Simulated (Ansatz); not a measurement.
Ideal-gas functions of Al2Cl2F4, SMILES `[F][Al-]1([F])[Cl+][Al-]([F])([F])[Cl+]1` at 298.15 K and 1 bar, from an Ansatz frequency run at PBE0-D4/def2-TZVP.

Molar mass 200.86 g/mol, point group D2h (symmetry number 4), electronic degeneracy 1, moments of inertia 343.219, 703.862, 736.116 u Å². Harmonic wavenumbers (cm⁻¹, unscaled): 28, 100, 131, 140, 151, 190, 200, 213, 214, 273, 295, 370, 389, 467, 776, 797, 951, 957.

Use S(trans) = R[1.5 ln M + 2.5 ln T − 1.1517]; rotational temperatures θ = 24.2544 K / I; S(rot) = R[ln(√π/σ · √(T³/θAθBθC)) + 1.5]; for each mode x = 1.438777 ν̃/T, S = R[x/(eˣ − 1) − ln(1 − e⁻ˣ)] and H = RT x/(eˣ − 1); 1 cm⁻¹ = 0.0119627 kJ/mol; R = 8.31446 J/(mol·K).

**Question.** By hand: the entropy, in J/(mol·K).

**Answer.** Translation 175.0. Rotation: θ = 0.0707, 0.0345, 0.0329 K, giving 116.0. Vibration, mode by mode: 24.96, 14.45, 12.26, 11.73, 11.13, 9.32, 8.92, 8.44, 8.41, 6.60, 6.05, 4.52, 4.20, 3.12, 0.95, 0.88, 0.48, 0.47, in all 136.9. Electronic 0.0. Sum 427.9 J/(mol·K).

**Question.** By hand: H − E and G − E in kJ/mol, counted from the electronic energy.

**Answer.** Zero-point energy ½ × 6642 × 0.0119627 = 39.7; thermal vibration 20.6; translation, rotation and pV give 4 RT = 9.9. H − E = 70.2 kJ/mol, and G − E = 70.2 − 298.15 × 427.9/1000 = -57.4 kJ/mol.

Vibration gives 32 % of the entropy, 63.4 J/(mol·K) of it from the modes under 150 cm⁻¹: soft modes count most, and the harmonic formula is weakest for them.
